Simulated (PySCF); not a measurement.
Correlation energy of F(3+) (fluorine, charge +3)

[He] 2s2 2p2, high-spin 3P determinant. Calculation: PySCF 2.14, in cc-pVDZ (3s2p1d, 14 functions); no relativity, point nucleus. Frozen: 1s2; 4 electrons correlated.

MP2 pair energies summed by pair of shells (mhartree):

```tsv
pair	energy	share (%)
2s-2p	-32.89	56.9
2s-2s	-20.50	35.5
2p-2p	-4.41	7.6
```

Total MP2 correlation energy: -57.80 mhartree.

Same-spin part -7.33 and opposite-spin part -50.47 mhartree; SCS-MP2 scales them by 1/3 and 6/5 to -63.01 mhartree.

```json
{"level": "CCSD", "correlation energy (mhartree)": "-80.67"}
{"level": "(T)", "correlation energy (mhartree)": "-0.50"}
{"level": "CCSD(T)", "correlation energy (mhartree)": "-81.17"}
```

Diagnostics: T1 = 0.0034, D1 = 0.0069, largest double amplitude 0.124.

**Question.** Is a single reference adequate?

**Answer.** Mostly. T1 lies below 0.03, but a double amplitude of this size points to a near-degeneracy that CCSD handles and MP2 describes poorly.
